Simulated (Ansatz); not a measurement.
# What each rung costs, and what it gives

Saddle point of ZnH$_{3}$ClO$_{2}$, closed shell (ZnHCl ([Cl][ZnH]) + H₂O₂ ([OH][OH]) → ZnHClO₂ ([OH][O][Zn][Cl]) + H₂; bonds formed: H2–H4; dative contacts that become bonds: Zn1–O5; bonds broken: Zn1–H2, H4–O5), PBE0-D4/def2-TZVP structure:

```
7
angstrom
Zn -0.7287 -1.0303 -0.0461
H -1.2855 0.1698 1.2019
Cl -1.3465 -2.7916 -1.0221
H -0.5189 0.6848 0.8241
O 0.5456 0.4397 0.1893
O 1.2466 1.1865 -0.7980
H 2.0874 1.3411 -0.3490
```

Barriers are electronic and count from the start structure reached by relaxing down the imaginary mode.

Computed with Ansatz 0.2.0 (basis: as named in each row); correlated methods freeze the cores. The 3s and 3p shells of Cu and Zn are frozen; filled d shells are correlated. B3LYP uses VWN-RPA correlation. Extrapolation: Hartree–Fock as exp(−7.88 √X), correlation as X^−2.97.

Times are rough, for one single point on 4 threads of a shared host (Arm Neoverse V1).

The estimate by CCSD(T) at an estimated basis limit (MP2 extrapolated from triple and quadruple zeta, plus CCSD(T) − MP2 in triple zeta) is 136.3 kJ/mol.

| method | basis | time (s) | barrier (kJ/mol) | method less estimate |
| --- | --- | --- | --- | --- |
| HF | STO-3G | under 1 | 185.6 | 49.3 |
| SPW92 | def2-SVP | under 1 | 105.7 | -30.6 |
| PBE-D4 | def2-SVP | under 1 | 111.1 | -25.3 |
| B3LYP-D4 | 6-31G | under 1 | 107.2 | -29.2 |
| PBE0-D4 | def2-SVP | 1 | 129.5 | -6.8 |
| SPW92 | def2-TZVPP | 1 | 107.6 | -28.7 |
| PBE-D4 | def2-TZVPP | 2 | 113.4 | -23.0 |
| BLYP-D4 | def2-TZVPP | 2 | 119.3 | -17.1 |
| B3LYP-D4 | def2-TZVPP | 3 | 132.4 | -3.9 |
| BHLYP-D4 | def2-TZVPP | 3 | 149.1 | 12.7 |
| PBE0-D4 | def2-TZVPP | 3 | 130.0 | -6.3 |
| PBE-D4 | STO-3G | 3 | 105.7 | -30.6 |
| CAM-B3LYP-D4 | def2-TZVPP | 3 | 138.3 | 1.9 |
| CCSD(T) | def2-SVP | 4 | 141.9 | 5.6 |
| r2SCAN-D4 | def2-TZVPP | 4 | 122.3 | -14.1 |
| RPA on PBE | def2-TZVPP | 4 | 140.1 | 3.8 |
| wB97M-V | def2-SVP | 5 | 142.6 | 6.3 |
| B2PLYP | def2-TZVPP | 5 | 132.8 | -3.5 |
| r2SCAN0-D4 | def2-TZVPP | 5 | 134.8 | -1.5 |
| PBE-QIDH | def2-TZVPP | 5 | 137.0 | 0.7 |
| wB97X-V | def2-TZVPP | 7 | 140.3 | 3.9 |
| B97M-V | def2-TZVPP | 8 | 133.6 | -2.7 |
| wB97M-V | def2-TZVPP | 8 | 143.0 | 6.7 |
| MP2 | def2-QZVPP | 15 | 133.4 | -3.0 |
| CCSD(T) | def2-TZVPP | 110 | 138.9 | 2.6 |

All methods are single points on the PBE0-D4 structures.

T1 diagnostic: at most 0.017.

Labels in which every atom is bracketed show which atoms are joined, not bond orders.
